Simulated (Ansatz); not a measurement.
Ansatz (an electronic-structure program) input (CCSD(T)/aug-cc-pV(D+d)Z):
A basis named .json is the Basis Set Exchange file of that set.

Ansatz 0.2 input:
```yaml
crystal:
  periodic: [false, false, false]
  atoms:
    - {symbol: C, position_ang: [-2.15174834, 0.12812983, 0.68086089]}
    - {symbol: C, position_ang: [-1.01383457, -0.55339513, 0.60937135]}
    - {symbol: C, position_ang: [-0.10382750, -0.60094028, -0.57563797]}
    - {symbol: Si, position_ang: [1.45351135, 0.43816598, -0.30413051]}
    - {symbol: H, position_ang: [-2.74689321, 0.14149478, 1.58436135]}
    - {symbol: H, position_ang: [-2.52779255, 0.69577211, -0.16304793]}
    - {symbol: H, position_ang: [-0.67800992, -1.10305342, 1.48491803]}
    - {symbol: H, position_ang: [0.21328327, -1.62836823, -0.77995693]}
    - {symbol: H, position_ang: [-0.61057746, -0.23229830, -1.47131568]}
    - {symbol: H, position_ang: [1.09012150, 1.86874383, -0.18011856]}
    - {symbol: H, position_ang: [2.13799004, 0.00871076, 0.93934862]}
    - {symbol: H, position_ang: [2.38918206, 0.27190834, -1.44392754]}
basis:
  gaussian:
    orbitals: aug-cc-pV_D+d_Z.json
magnetization: {spin_polarized: false}
correlation: {method: ccsd_t, electrons: outside_noble_gas}
output: {forces: true}
```

End of the output:

```
1.04 GiB of device memory are held for the factors and their scratch space
Total energy: -11096.96583381 eV, -407.8059725990 hartree
Atom 0 at    -2.151748     0.128130     0.680861 Å, force    -1.035729     0.624116     0.045900 eV/Å
Atom 1 at    -1.013835    -0.553395     0.609371 Å, force     0.959033    -0.620400     0.042158 eV/Å
Atom 2 at    -0.103828    -0.600940    -0.575638 Å, force     0.277292     0.114382    -0.080316 eV/Å
Atom 3 at     1.453511     0.438166    -0.304131 Å, force     0.144245     0.082950     0.009271 eV/Å
Atom 4 at    -2.746893     0.141495     1.584361 Å, force    -0.279027     0.003092     0.434422 eV/Å
Atom 5 at    -2.527793     0.695772    -0.163048 Å, force    -0.178572     0.266465    -0.406642 eV/Å
Atom 6 at    -0.678010    -1.103053     1.484918 Å, force     0.148748    -0.262401     0.424868 eV/Å
Atom 7 at     0.213283    -1.628368    -0.779957 Å, force     0.114716    -0.462192    -0.092275 eV/Å
Atom 8 at    -0.610577    -0.232298    -1.471316 Å, force    -0.252554     0.168628    -0.416794 eV/Å
Atom 9 at     1.090121     1.868744    -0.180119 Å, force    -0.045390     0.144564     0.014348 eV/Å
Atom 10 at     2.137990     0.008711     0.939349 Å, force     0.060112    -0.045358     0.129638 eV/Å
Atom 11 at     2.389182     0.271908    -1.443928 Å, force     0.087126    -0.013846    -0.104578 eV/Å
Dipole moment:    -0.045038    -0.087029    -0.052115 e Å
```
